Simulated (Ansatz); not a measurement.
Geometry optimisation, Ansatz, RKS CAM-B3LYP/6-31G*.

Input:

```yaml
crystal:
  periodic: [false, false, false]
  atoms:
    - { symbol: "N", position_ang: [-0.7941, 0.991, -0.1172] }
    - { symbol: B, position_ang: [-0.1664, -0.2871, -0.4811] }
    - { symbol: "N", position_ang: [0.8893, -0.8769, 0.3995] }
    - { symbol: F, position_ang: [-0.4795, -0.9742, -1.6854] }
    - { symbol: H, position_ang: [-0.6188, 1.6983, -0.917] }
    - { symbol: H, position_ang: [-0.41, 1.4364, 0.7387] }
    - { symbol: H, position_ang: [1.0713, -0.2654, 1.2553] }
    - { symbol: H, position_ang: [0.6004, -1.7792, 0.7514] }
basis:
  gaussian: { orbitals: "6-31G*" }
hamiltonian:
  xc: cam_b3lyp
relax:
  f_tol: 0.02
  max_steps: 40
scf:
  lower_state_search: "off"
```

Command:

```bash
$ ansatz run input.yaml --threads 1 --pin off --max-ram 2048MiB --backend cpu --events-out ev --progress --plain --runs-dir out
```

Task: Where does it end, and by what steps?

Result: It converged. After 5 steps the energy has fallen by 0.929 eV; H8 moved furthest, 0.44 Å.

```tsv
step	energy less start (eV)	largest force component (eV/Å)	accepted
0	0.0000	2.667	yes
1	-0.5514	1.531	yes
2	-0.8790	1.357	yes
3	-0.9263	0.164	yes
4	-0.9270	0.155	yes
5	-0.9286	0.019	yes
```

```xyz
8
Properties=species:S:1:pos:R:3
N -0.494 1.128 -0.253
B -0.106 -0.225 -0.380
N 0.636 -0.932 0.591
F -0.465 -0.882 -1.503
H -1.020 1.589 -0.977
H -0.300 1.702 0.551
H 0.943 -0.543 1.467
H 0.899 -1.894 0.448
```

Whether the end is a true minimum wasn't checked by a vibrational analysis.

Time of the run: 12 s on 1 thread of Arm Neoverse V1, on a shared host, peak memory 0.13 GiB.
